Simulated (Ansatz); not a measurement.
Ansatz results at the PBE0-D4/def2-TZVP geometry: size of the dipole moment (B3LYP/def2-TZVPP) 1.68 D; HOMO energy (B3LYP/def2-TZVPP) -5.95 eV; HOMO energy (ωB97M-V/def2-TZVPP) -8.40 eV.

**Question.** Which molecule gave them?
A. `CCC(O)CC`
B. `C1CCCSCC1`
C. `CCC(C)CS`
D. `C1COCOC1`

**Answer.** B. The others give `CCC(O)CC`: 1.56, -7.50, -10.15; `C1COCOC1`: 2.00, -7.42, -10.07; `CCC(C)CS`: 1.53, -6.49, -8.97.

B3LYP here is the variant with VWN-RPA as its local correlation; programs differ in this.
